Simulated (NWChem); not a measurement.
System: CH₇NO₂Si; SMILES CO[Si@H](N)O

The following NWChem deck was run.

```
start job
memory heap 200 mb stack 900 mb global 1100 mb
geometry units angstroms noautoz
  C     -0.021135    -2.252343     0.059718
  O      0.490980    -0.980420     0.398625
  Si    -0.065372     0.437389    -0.301887
  N      1.094931     1.598179     0.241354
  O     -1.596432     0.918151     0.180833
  H     -0.116249    -2.396314    -1.042445
  H     -1.024640    -2.430019     0.510133
  H      0.668758    -3.031802     0.445276
  H     -0.250464     0.200007    -1.772100
  H      1.043176     2.563404    -0.089882
  H      2.065967     1.297123     0.350961
  H     -1.605847     1.241514     1.100489
end
basis spherical
  C library 6-31g*
  O library 6-31g*
  Si library 6-31g*
  N library 6-31g*
  H library 6-31g*
end
dft
  xc xperdew91 perdew91
  iterations 150
  mulliken
end
task dft energy
```

Output (shortened):

```
             Northwest Computational Chemistry Package (NWChem) 7.3.0
             --------------------------------------------------------

 C1  symmetry detected

                             Geometry "geometry" -> ""
                             -------------------------

 Output coordinates in angstroms (scale by  1.889725989 to convert to a.u.)

  No.       Tag          Charge          X              Y              Z
 ---- ---------------- ---------- -------------- -------------- --------------
    1 C                    6.0000    -0.05953078    -2.26645263    -0.01685490
    2 O                    8.0000     0.50195302    -1.01620530     0.32450326
    3 Si                  14.0000    -0.03575451     0.42930442    -0.33261107
    4 N                    7.0000     1.17702454     1.54589580     0.18819400
    5 O                    8.0000    -1.53397393     0.94633852     0.21173233
    6 H                    1.0000    -0.19726633    -2.38836501    -1.11717481
    7 H                    1.0000    -1.05160116    -2.42240020     0.46578517
    8 H                    1.0000     0.61972190    -3.07242371     0.33126873
    9 H                    1.0000    -0.27899729     0.22308287    -1.79904933
   10 H                    1.0000     1.14269323     2.51784283    -0.12516761
   11 H                    1.0000     2.14183662     1.21459698     0.25846544
   12 H                    1.0000    -1.50164367     1.25378382     1.13631417

 Effective nuclear repulsion energy (a.u.)     254.1597880737

  perdew91 is a nonlocal functional; adding pw91lda local functional.

                                 NWChem DFT Module
                                 -----------------

 Summary of "ao basis" -> "ao basis" (spherical)
 ------------------------------------------------------------------------------
       Tag                 Description            Shells   Functions and Types
 ---------------- ------------------------------  ------  ---------------------
 C                           6-31g*                  6       14   3s2p1d
 O                           6-31g*                  6       14   3s2p1d
 Si                          6-31g*                  8       18   4s3p1d
 N                           6-31g*                  6       14   3s2p1d
 H                           6-31g*                  2        2   2s

            General Information
            -------------------
          SCF calculation type: DFT
          Wavefunction type:  closed shell.
          No. of atoms     :    12
          No. of electrons :    50
           Alpha electrons :    25
            Beta electrons :    25
          Charge           :     0
          Spin multiplicity:     1
          Use of symmetry is: off; symmetry adaption is: off
          Maximum number of iterations: 150
          AO basis - number of functions:    88
                     number of shells:    46
          Convergence on energy requested:  1.00D-06
          Convergence on density requested:  1.00D-05
          Convergence on gradient requested:  5.00D-04

              XC Information
              --------------
                 Perdew 1991   Exchange Functional  1.000
                Perdew 1991 Correlation Functional  1.000 non-local
            Perdew 1991 LDA Correlation Functional  1.000 local

             Grid Information
             ----------------
          Grid used for XC integration:  medium
          Radial quadrature: Mura-Knowles
          Angular quadrature: Lebedev.
          Tag              B.-S. Rad. Rad. Pts. Rad. Cut. Ang. Pts.
          ---              ---------- --------- --------- ---------
          C                   0.70       49          12.0       434
          O                   0.60       49          11.0       434
          Si                  1.10       88          10.0       590
          N                   0.65       49          11.0       434
          H                   0.35       45          12.0       434
          Grid pruning is: on
          Number of quadrature shells:   599
          Spatial weights used:  Erf1

      Superposition of Atomic Density Guess
      -------------------------------------

 Sum of atomic energies:        -533.76763215

      Non-variational initial energy
      ------------------------------

 Total energy =    -535.876038
 1-e energy   =   -1239.671402
 2-e energy   =     449.635577
 HOMO         =      -0.348357
 LUMO         =       0.066211

     ---------------------------------------------
      Total Density - Mulliken Population Analysis
     ---------------------------------------------

    Atom       Charge   Shell Charges
 -----------   ------   -------------------------------------------------------
    1 C    6     6.20   2.00  0.69  1.81  0.64  1.01  0.06
    2 O    8     8.86   2.00  0.93  3.09  0.90  1.93  0.02
    3 Si  14    12.62   2.00  2.00  5.97  0.80  1.20  0.16  0.22  0.27
    4 N    7     8.22   2.00  0.82  2.66  0.82  1.91  0.01
    5 O    8     9.03   2.00  0.94  3.13  0.91  2.05  0.01
    6 H    1     0.81   0.47  0.34
    7 H    1     0.81   0.48  0.33
    8 H    1     0.80   0.48  0.33
    9 H    1     1.09   0.47  0.62
   10 H    1     0.55   0.40  0.15
   11 H    1     0.55   0.40  0.15
   12 H    1     0.45   0.35  0.10

[...]
```

Level: PW91/6-31G* (spherical d). All runs use the structure optimised with PBE-D3(BJ)/def2-SVP. Not confirmed as a minimum by frequencies.
